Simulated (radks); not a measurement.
Effect of the nuclear size on neutral bromine, [Ar] 3d10 4s2 4p5. All-electron calculation, Dirac Kohn-Sham, relativistic LDA (MacDonald-Vosko exchange, VWN5 correlation), spin-unpolarised, spherical densities, finite nucleus; open shells fill j = l - 1/2 first; Fermi nuclear charge, rms radius 4.1629 fm. Program: a radial shooting solver on a logarithmic mesh with Libxc functionals. The rms radius is varied about that value; shifts are against it.

rms radius (fm)  total energy shift (eV)  density at nucleus (e/bohr^3)  1s1/2 shift (meV)  2s1/2 shift (meV)  3p1/2 shift (meV)  4s1/2 shift (meV)
3.4011                            -0.179                       4.46e+04              -75.6              -7.59              0.112             -0.126
4.0047                           -0.0399                      4.405e+04              -16.8              -1.69              0.025             -0.028
4.1629                                 0                      4.392e+04              0.000              0.000              0.000              0.000
4.5209                            0.0955                      4.365e+04               40.4               4.06             -0.060              0.067
4.8872                             0.201                      4.339e+04               84.8               8.53             -0.125              0.141

Slopes of the eigenvalues against <r^2> in GHz/fm^2, as finite differences over the two radii next to the reference (eigenvalue slopes, not the field-shift constants of lines): 1s1/2 3140, 2s1/2 316, 3p1/2 -4.64, 4s1/2 5.24.
